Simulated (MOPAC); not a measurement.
Job for MOPAC: PM3 on AlCl-, 2S+1 = 2, a spin state set in the input, which need not be the lowest, a point of a bond scan (R = 2.381 Å). Charge -1.

```
PM3 1SCF PRECISE CHARGE=-1 UHF MS=0.5 THREADS=1
AlCl

Al     0.00000000 1     0.00000000 1     0.00000000 1
Cl     0.00000000 1     0.00000000 1     2.38130200 1
```

Program output:

```
*******************************************************************************
 **                                                                           **
 **                              MOPAC v23.2.5                                **
 **                                                                           **
 *******************************************************************************
 ** MOPAC's Digital Object Identifier: https://doi.org/10.5281/zenodo.6511958 **
 **                                                                           **
 ** Please cite the open-source release paper for use of this MOPAC version:  **
 ** J. E. Moussa and J. J. P. Stewart (2026)                                  **
 ** MOPAC: An open-source semiempirical molecular orbital program             **
 ** J. Open Source Softw., 11(119), 8025, https://doi.org/10.21105/joss.08025 **
 *******************************************************************************

                              PM3 CALCULATION RESULTS

 *******************************************************************************
 *  PM3        - The PM3 Hamiltonian to be used
 *  UHF        - UNRESTRICTED HARTREE-FOCK CALCULATION
 *
 *
 *
 *                 CHARGE ON SYSTEM = -1
 *
 *
 *
 *  MS=        - IN MECI, MAGNETIC COMPONENT OF SPIN =  0.5
 *  PRECISE    - TIGHTER CRITERIA TO BE USED
 *  1SCF       - DO 1 SCF AND THEN STOP
 *  THREADS=1  - MULTI-THREADING NOT USED
 *  T=         - A TIME OF 172800.0 SECONDS REQUESTED
 *  DUMP=N     - RESTART FILE WRITTEN EVERY 7200.0 SECONDS REQUESTED
 *******************************************************************************
PM3 1SCF PRECISE CHARGE=-1 UHF MS=0.5 THREADS=1
 AlCl

   ATOM   CHEMICAL          X               Y               Z
  NUMBER   SYMBOL      (ANGSTROMS)     (ANGSTROMS)     (ANGSTROMS)

     1      Al          0.00000000  *   0.00000000  *   0.00000000  *
     2      Cl          0.00000000  *   0.00000000  *   2.38130200  *



          CARTESIAN COORDINATES

    NO.       ATOM           X           Y           Z

     1        Al          0.0000      0.0000      0.0000
     2        Cl          0.0000      0.0000      2.3813

 Al: (PM3): J. J. P. STEWART, J. COMP. CHEM. 10, 209 (1989).
 Cl: (PM3): J. J. P. STEWART, J. COMP. CHEM. 10, 209 (1989).

           Empirical Formula: Al Cl  =     2 atoms



      MOLECULAR POINT GROUP   :   C*v


          UHF CALCULATION, NO. OF ALPHA ELECTRONS =    6
                           NO. OF BETA  ELECTRONS =    5

 -------------------------------------------------------------------------------
 PM3 1SCF PRECISE CHARGE=-1 UHF MS=0.5 THREADS=1
 AlCl



     1SCF WAS SPECIFIED, SO BFGS WAS NOT USED
     SCF FIELD WAS ACHIEVED


                              PM3 CALCULATION
                                                       MOPAC v23.2.5 Linux




          FINAL HEAT OF FORMATION =        -97.81189 KCAL/MOL =    -409.24494 KJ/MOL


          COSMO AREA              =         96.10 SQUARE ANGSTROMS
          COSMO VOLUME            =         82.48 CUBIC ANGSTROMS

          IONIZATION POTENTIAL    =          4.079492 EV
          ALPHA SOMO LUMO (EV)    =         -4.177  2.530
          BETA  SOMO LUMO (EV)    =         -4.079  1.632
          NO. OF ALPHA ELECTRONS  =          6
          NO. OF BETA  ELECTRONS  =          5
          MOLECULAR WEIGHT        =         62.4345         POINT GROUP:  C*v

          MOLECULAR DIMENSIONS (Angstroms)

            Atom       Atom       Distance
           Cl     2   Al     1     2.38130
           Cl     2   Al     1     0.00000
           Al     1   Cl     2     0.00000


          SCF CALCULATIONS        =          1





   ATOM   CHEMICAL          X               Y               Z
  NUMBER   SYMBOL      (ANGSTROMS)     (ANGSTROMS)     (ANGSTROMS)

     1      Al          0.00000000  *   0.00000000  *   0.00000000  *
     2      Cl          0.00000000  *   0.00000000  *   2.38130200  *

                             CARTESIAN COORDINATES

   1   Al        0.000000000     0.000000000     0.000000000
   2   Cl        0.000000000     0.000000000     2.381302000


           Empirical Formula: Al Cl  =     2 atoms



      MOLECULAR POINT GROUP   :   C*v


          ALPHA EIGENVALUES
 -49.28523  -6.28373  -6.15964  -6.09464  -4.33635  -4.17672   2.52989  10.19419


           BETA EIGENVALUES
 -49.01476  -6.21936  -6.06712  -5.64544  -4.07949   1.63217   2.65383  13.78393


              NET ATOMIC CHARGES AND DIPOLE CONTRIBUTIONS

  ATOM NO.   TYPE          CHARGE      No. of ELECS.   s-Pop       p-Pop
    1         Al          -0.627897        3.6279     0.01761     3.61029
    2         Cl          -0.372103        7.3721     1.97634     5.39576
 DIPOLE           X         Y         Z       TOTAL
 POINT-CHG.     0.000     0.000     2.239     2.239
 HYBRID        -0.000    -0.000    -1.076     1.076
 SUM           -0.000    -0.000     1.163     1.163


          ATOMIC ORBITAL ELECTRON POPULATIONS

     Atom    s        px        py        pz
    1 Al   0.01761   2.00000   1.09660   0.51369
    2 Cl   1.97634   2.00000   1.90340   1.49237


                    (SZ)    =    0.500000
                    (S**2)  =    0.751013


          ATOMIC ORBITAL SPIN POPULATIONS

    Atom   Total    s     px     py     pz
         Atomic
    1 Al  0.9210  0.005  0.000  0.903  0.013
    2 Cl  0.0790  0.000  0.000  0.097 -0.018

 **********************
 *                    *
 * JOB ENDED NORMALLY *
 *                    *
 **********************




 == MOPAC DONE ==
```

The run finished.

Cost: very roughly 0.010 core-seconds.
